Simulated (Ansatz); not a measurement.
```yaml
crystal:
  periodic: [false, false, false]
  atoms:
    - {symbol: Hg, position_ang: [-2.818964, -0.401827, 3.758221]}
    - {symbol: Hg, position_ang: [-3.780558, 4.542028, -2.384395]}
    - {symbol: Hg, position_ang: [-0.885937, -3.344214, 3.012332]}
    - {symbol: Hg, position_ang: [4.417973, -3.867013, -2.346477]}
    - {symbol: Hg, position_ang: [1.366107, 1.378901, 0.576505]}
    - {symbol: Te, position_ang: [-0.308623, -0.293998, 1.064353]}
    - {symbol: Te, position_ang: [-0.515705, 2.791068, -1.980726]}
    - {symbol: Te, position_ang: [-2.995294, 2.115250, 0.746410]}
    - {symbol: Te, position_ang: [2.835826, -0.537740, -2.098785]}
    - {symbol: Te, position_ang: [2.189028, -2.793600, 0.895007]}
    - {symbol: H, position_ang: [-3.709774, -1.410818, 3.031990]}
    - {symbol: H, position_ang: [-2.112915, 1.054462, 4.411625]}
    - {symbol: H, position_ang: [-4.431742, 2.907746, -2.736309]}
    - {symbol: H, position_ang: [-3.265305, 5.918353, -1.888178]}
    - {symbol: H, position_ang: [-1.304076, -4.629939, 1.876137]}
    - {symbol: H, position_ang: [-0.508713, -2.350033, 4.316843]}
    - {symbol: H, position_ang: [3.003850, -4.419894, -2.609692]}
    - {symbol: H, position_ang: [5.999580, -2.931082, -1.909667]}
    - {symbol: H, position_ang: [2.645179, 2.741930, 0.446211]}
    - {symbol: H, position_ang: [-0.610345, -0.583898, -0.624698]}
    - {symbol: H, position_ang: [-1.177236, 1.421353, -2.231894]}
    - {symbol: H, position_ang: [0.642920, 2.635127, -3.382891]}
    - {symbol: H, position_ang: [-4.280100, 3.494205, 0.920358]}
    - {symbol: H, position_ang: [-1.951259, 2.960796, 1.876450]}
    - {symbol: H, position_ang: [1.412754, -1.273790, -2.285004]}
    - {symbol: H, position_ang: [2.721696, 0.530486, -3.252102]}
    - {symbol: H, position_ang: [3.695731, -3.953005, 0.975121]}
    - {symbol: H, position_ang: [2.906302, -1.936107, 1.755006]}
basis:
  gaussian: {orbitals: def2-SVP}
hamiltonian: {xc: {name: PBEsol}}
scf: {lower_state_search: off}
```

```sh
$ ansatz run in.yaml --threads 2 --pin off --events-out ev --progress --plain --max-ram 32768MiB --backend cuda --devices 0, --max-vram 18GiB
```

Shortened log:

```
Functional definition: PBEsol
4209 factors; their error is unknown
mean field evaluation 1: about -57564.4292 eV, gradient 5.5e1 eV
mean field evaluation 2: about -57558.4425 eV, gradient 7.5e1 eV
mean field evaluation 4: about -57572.2132 eV, gradient 6.4e0 eV
mean field evaluation 8: about -57572.3360 eV, gradient 1.8e-1 eV
mean field evaluation 16: about -57572.2174 eV, gradient 1.7e-4 eV
mean field -57572.21737690 eV, -2115.7399647507 hartree, gradient 7.6e-6 eV, S^2 0.000000; 0 other end points of the search recorded, 0 dependent functions left out
reference -57572.21747164 eV, -2115.7399682321 hartree; 119, 119 occupied and 261, 261 virtual orbitals, 4209 factors
Total energy: -57572.21747164 eV, -2115.7399682321 hartree
Checks for a lower state left out: stability, starts, cluster_reference, orbital_swaps, neighbouring_geometries, increment
```

It took 8.5 s on 2 threads of AMD EPYC 7R13 on a shared host and a share (18 GiB) of an NVIDIA H100 80GB HBM3, peak host memory 1.1 GiB.

In the def2 sets Hg, Te take a core potential; there is no spin–orbit coupling.
